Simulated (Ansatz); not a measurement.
Basis-set extrapolation for C5HF7 (`FC1=C(F)C(F)(F)C(F)(F)C1F`) (PBE0-D4/def2-TZVP geometry, frozen core, the Gaussian-basis code of Ansatz). Multiplicity 1, RHF reference.

|  | def2-TZVPP | def2-QZVPP |
| --- | --- | --- |
| HF | -886.318200 | -886.355522 |
| MP2 correlation | -2.489474 | -2.709103 |
| CCSD(T) correlation | -2.594377 | not run |

Energies in hartree. Use E(X) = E(∞) + A·exp(−7.88·√X) for Hartree–Fock and E(X) = E(∞) + B·X^(−2.97) for correlation, with X = 3 and 4, and add CCSD(T) minus MP2 of the smaller set to the MP2 limit.

What is the CCSD(T) energy at the basis-set limit?

HF limit: -886.355522 + (-0.037322) × 0.13774 = -886.36066. MP2 limit: -2.709103 + (-0.219629) × 0.74074 = -2.87179. Higher-order term: -2.594377 − (-2.489474) = -0.10490. Total: -889.33735 hartree, 1115.2 kJ/mol below CCSD(T)/def2-TZVPP.
